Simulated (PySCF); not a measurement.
**Radial density of He (helium, neutral)**

B3LYP, 1s1 2p1, 1s spin antiparallel (an excited configuration). All numbers are calculated (PySCF 2.14, the spin-free X2C one-electron Hamiltonian (Gaussian nucleus), in aug-cc-pVQZ-DK (5s4p3d2f, 46 functions)).

```json
{"r (bohr)": "0.0117", "4πr²ρ (e/bohr)": "0.004201", "4πr²(ρα − ρβ)": "-0.0042"}
{"r (bohr)": "0.0197", "4πr²ρ (e/bohr)": "0.01164", "4πr²(ρα − ρβ)": "-0.0116"}
{"r (bohr)": "0.0331", "4πr²ρ (e/bohr)": "0.03130", "4πr²(ρα − ρβ)": "-0.0313"}
{"r (bohr)": "0.0557", "4πr²ρ (e/bohr)": "0.08014", "4πr²(ρα − ρβ)": "-0.0801"}
{"r (bohr)": "0.0938", "4πr²ρ (e/bohr)": "0.1940", "4πr²(ρα − ρβ)": "-0.1939"}
{"r (bohr)": "0.158", "4πr²ρ (e/bohr)": "0.4208", "4πr²(ρα − ρβ)": "-0.4205"}
{"r (bohr)": "0.265", "4πr²ρ (e/bohr)": "0.7690", "4πr²(ρα − ρβ)": "-0.7669"}
{"r (bohr)": "0.446", "4πr²ρ (e/bohr)": "1.052", "4πr²(ρα − ρβ)": "-1.0381"}
{"r (bohr)": "0.750", "4πr²ρ (e/bohr)": "0.9149", "4πr²(ρα − ρβ)": "-0.8428"}
{"r (bohr)": "1.26", "4πr²ρ (e/bohr)": "0.4691", "4πr²(ρα − ρβ)": "-0.1978"}
{"r (bohr)": "2.12", "4πr²ρ (e/bohr)": "0.4506", "4πr²(ρα − ρβ)": "0.3757"}
{"r (bohr)": "3.57", "4πr²ρ (e/bohr)": "0.2386", "4πr²(ρα − ρβ)": "0.2374"}
{"r (bohr)": "6.01", "4πr²ρ (e/bohr)": "0.0009674", "4πr²(ρα − ρβ)": "0.0010"}
```

Densities and radii are taken from the X2C orbitals without a picture-change correction, which distorts them close to the nucleus.

The outer electron is Rydberg-like, and this basis confines it to a smaller radius and binds it less than a complete one would. With the s spin flipped the determinant is a mixture of two multiplicities, not a spectroscopic state. At B3LYP the highest occupied level has a positive energy, so only the finite basis holds that electron; for this excited configuration the basis is too tight for the outer shell.
